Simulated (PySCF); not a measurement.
Species: C₆H₁₁NOSi.
Geometry (GFN2-xTB, Å), atoms numbered from 1 in this order:
```xyz
20
C6H11NOSi angstrom
C      3.486    0.622    0.463
C      2.423   -0.092   -0.356
O      1.160    0.155    0.203
Si    -0.238   -0.626    0.020
C     -1.555    0.117    1.168
C     -2.512    0.312   -0.034
C     -3.560   -0.666   -0.010
N     -4.381   -1.463    0.009
C     -1.539    0.045   -1.211
H      3.488    0.241    1.480
H      3.275    1.688    0.492
H      4.466    0.465    0.020
H      2.609   -1.171   -0.374
H      2.428    0.272   -1.390
H     -0.092   -2.080   -0.001
H     -1.297    1.067    1.629
H     -1.969   -0.526    1.940
H     -2.970    1.305   -0.066
H     -1.955   -0.627   -1.960
H     -1.274    0.973   -1.714
```

Probes without a nucleus sit at each ring's centroid and 1 Å off its mean plane on both sides; NICS is minus the shielding there, NICSzz its component along the normal. Level: GIAO PBE0/pcSseg-1 (PySCF, non-relativistic, gas phase) on the GFN2-xTB geometry, one conformer.

Ring bond lengths (Å), with Mayer bond orders in brackets: Si4–C5 1.899 (0.91), C5–C6 1.548 (0.95), C6–C9 1.550 (0.95), C9–Si4 1.913 (0.88).

What do the NICS probes read (ppm)?

```
        ring                                              type  NICS(0)  NICS(1), two faces  NICS(1)zz, two faces  rms pucker (Å)  centre to ring atoms, mean (Å)
Si4–C5–C6–C9  4-membered ring with Si; formal bonds all single      0.2         -1.5 / -0.9             1.9 / 4.2            0.08                            1.22
```

What can be read from them?

- Si4–C5–C6–C9: mean NICS(1)zz 3.1 ppm, deshielded. Si4, C5, C6, C9 have four or more neighbours; no verdict on aromaticity is drawn.

What field does 1 T along the ring normal induce along that normal at the second NICS(1) probe listed for ring Si4–C5–C6–C9, 1 Å off the ring?

NICSzz × B0 = 4.2 ppm × 1 T = 4 μT, along the applied field.
